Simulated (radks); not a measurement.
Removal energies from the cerium ion Ce9+, [Kr] 4d10 5s2 5p(1/2: 1, 3/2: 0), by Delta-SCF beside the eigenvalue of the level emptied. All-electron calculation, Dirac Kohn-Sham, BLYP, spin-unpolarised, spherical densities, finite nucleus; Fermi nuclear charge, rms radius of each element as measured or else 0.836 A^(1/3) + 0.57 fm. Program: a radial shooting solver on a logarithmic mesh with Libxc functionals. Sub-shells are occupied by j as written (lower j first in brackets).

removed from                             final configuration  Delta-SCF (eV)  -eigenvalue (eV)
5p1/2                                          [Kr] 4d10 5s2          141.16            133.39
5s1/2                       [Kr] 4d10 5s1 5p(1/2: 1, 3/2: 0)          160.46            152.20
4d5/2         [Kr] 4d(3/2: 4, 5/2: 5) 5s2 5p(1/2: 1, 3/2: 0)          250.76            236.75
4d3/2         [Kr] 4d(3/2: 3, 5/2: 6) 5s2 5p(1/2: 1, 3/2: 0)          254.35            240.22
